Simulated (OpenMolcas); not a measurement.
**Si I: effect of the IPEA shift**

```yaml
Program: OpenMolcas
Basis: ANO-R3 [6s5p4d2f1g]
Scalar_Hamiltonian: X2C, finite nucleus
Active_space: 2 electrons in 9 orbitals (RAS2 3p; RAS3 3d 4s, at most 1 electron)
State_averaging: 2S+1 = 3 even, 3 roots; 2S+1 = 1 even, 6 roots; 2S+1 = 3 odd, 3 roots (0 in the spin-orbit step); 2S+1 = 1 odd, 3 roots (0 in the spin-orbit step)
Spin-orbit_coupling: RASSI with atomic mean-field integrals over the reference wave functions, term energies averaged over their components
```

Methods on the same reference wave functions:
A. RASSCF
B. SS-RASPT2, IPEA 0 Eh, imaginary shift 0.1 Eh (closed shells correlated: 2s 2p 3s)
C. SS-RASPT2, IPEA 0.25 Eh, imaginary shift 0.1 Eh (closed shells correlated: 2s 2p 3s)

Energies in cm⁻¹ above 3s² 3p² ³P₀, the measured ground level; measured values from NIST Handbook of Basic Atomic Spectroscopic Data.

```tsv
Level	A	B	C	Measured
3s² 3p² ³P₀	0.0	0.0	0.0	0.0
3s² 3p² ³P₁	66.1	66.2	66.2	77.1
3s² 3p² ³P₂	194	194	194	223
3s² 3p² ¹D₂	8784	6840	6450	6299
3s² 3p² ¹S₀	21494	20690	20000	15394
```

Deviations, from unrounded energies. A percentage is the sum of absolute deviations over the sum of measured energies, with the sign that they share, or ± where signs differ.

| Against measurement | Levels | A | B | C |
| --- | --- | --- | --- | --- |
| mean absolute deviation (cm-1) | 4 | 2200 | 1500 | 1200 |
| fine structure of the ground term (%) | 2 | -13.2 | -13.3 | -13.3 |
| other terms of the ground configuration (%) | 2 | +39.6 | +26.9 | +21.9 |

C lies closest to measurement on these levels and A furthest from it. The largest miss of C in the table is 3s² 3p² ¹S₀, by +4600 cm-1. The ranking rests on the paired levels alone, and a cruder setting can come out closer through cancelling errors.

Between B and C the level of the table that moves most is 3s² 3p² ¹S₀, by 690 cm-1 (lowest in C, highest in B). Moves below CASPT2's spread within the term are not significant.

From A to B the spin-free energies of the other terms of 3s² 3p² shown, above ³P, scale by factors of 0.78 to 0.96.

The lowest spin-free term lies below A's lowest term by 0.343 hartree in B, 0.334 hartree in C.

Term energies are means over components that CASPT2 splits; among the terms shown or strongly mixed into the levels shown the widest spread is 96 cm-1 (3s² 3p² ¹D, C). With the s shell closed, the reference lacks s² → p² mixing. No level of 3s² 3p 4s was computed, though it lies in the active space. Without dynamic correlation excited terms often stand tens of per cent too high (terms of higher spin than the ground term too low), and those without a measured partner can miss by more than the paired ones (holds for A). Some terms miss by over 15 % even with CASPT2, which points to a basis or an active space too small for the shells correlated (holds for B; C). Measured partners are found by configuration, term and J. A level has none where our copy of the source lacks it or the pairing is in doubt (some pairs that miss far off the trend of their configuration count as doubtful), and it then counts in no deviation. Only configurations of the active space appear.
